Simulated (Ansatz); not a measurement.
Relaxation of AlF₃H₂ (6 atoms, charge 0, multiplicity 1), to a largest force component of 0.03 eV/Å in at most 50 steps.

Computed with Ansatz 0.2.0, RKS PBE-D4/def2-SVP.

```xyz
6
Properties=species:S:1:pos:R:3:forces:R:3
Al -0.001 0.227 0.027 0.00 -0.17 0.36
F 0.002 0.357 1.701 -0.01 0.19 -0.34
F 1.425 0.244 -0.820 0.01 0.01 0.04
F -1.434 0.186 -0.809 0.00 0.00 0.05
H 0.083 -2.354 0.989 0.05 -1.44 -1.10
H 0.061 -1.744 1.383 -0.05 1.40 1.00
```

Q: Where does it end, and by what steps?

A: The run converged. After 6 steps the energy has fallen by 0.172 eV; H5 moved furthest, 0.50 Å.

```tsv
step	energy less start (eV)	largest force component (eV/Å)	accepted
0	0.0000	1.435	yes
1	0.0313	1.241	no
2	-0.0588	0.531	yes
3	-0.0991	0.513	yes
4	-0.1401	0.335	yes
5	-0.1699	0.064	yes
6	-0.1721	0.027	yes
```

```xyz
6
Properties=species:S:1:pos:R:3
Al 0.005 0.093 0.160
F -0.001 0.612 1.745
F 1.440 0.019 -0.675
F -1.432 -0.052 -0.663
H 0.068 -2.046 0.601
H 0.056 -1.709 1.303
```

Whether the end is a true minimum wasn't checked by a vibrational analysis.

The run took 12 s on 1 thread of Arm Neoverse V1, on a shared host, peak memory 0.12 GiB.
